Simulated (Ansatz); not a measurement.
Basis sets compared for Nb₂S₆ (the lowest singlet isomer of a short search). Total charge 0; singlet. Geometry PBE-D4/def2-SVP. Ansatz on 4 threads of Arm Neoverse V1 on a shared host; times are rough, and most runs start from earlier orbitals.

```csv
atom,x (Å),y (Å),z (Å)
Nb1,1.105,-1.026,-1.915
Nb2,-0.138,0.032,0.091
S3,-0.249,1.387,2.202
S4,-1.415,2.057,0.563
S5,-0.618,0.378,-2.387
S6,2.235,0.241,-0.322
S7,-0.053,-2.431,-0.554
S8,-0.866,-0.638,2.322
```

In the def2 sets Nb takes a core potential; there is no spin–orbit coupling. The restricted singlet is unstable towards broken spin symmetry in Hartree–Fock (as tested in another run); at PBE-D4/def2-SVP, PBE-D4/def2-TZVP, PBE0-D4/def2-SVP, PBE0-D4/def2-TZVP this wasn't settled. The structure comes from a short search, and lower isomers may exist.

Binding counts from free atoms (Nb sextet, S triplet) in the same basis, without a counterpoise term.

```tsv
level	functions	energy (Eh)	HOMO (eV)	LUMO (eV)	binding per atom (eV)	wall time
PBE-D4/def2-SVP	170	-2501.7466	-5.52	-3.88	4.41	4.2 s
PBE0-D4/def2-SVP	170	-2501.8287	-6.61	-3.23	4.06	6.5 s
```

Estimate the rows for PBE-D4/def2-TZVP, PBE0-D4/def2-TZVP.


```tsv
level	functions	energy (Eh)	HOMO (eV)	LUMO (eV)	binding per atom (eV)	wall time
PBE-D4/def2-TZVP	302	-2502.6136	-5.44	-3.87	4.44	7.5 s
PBE0-D4/def2-TZVP	302	-2502.6913	-6.47	-3.18	4.12	18 s
```
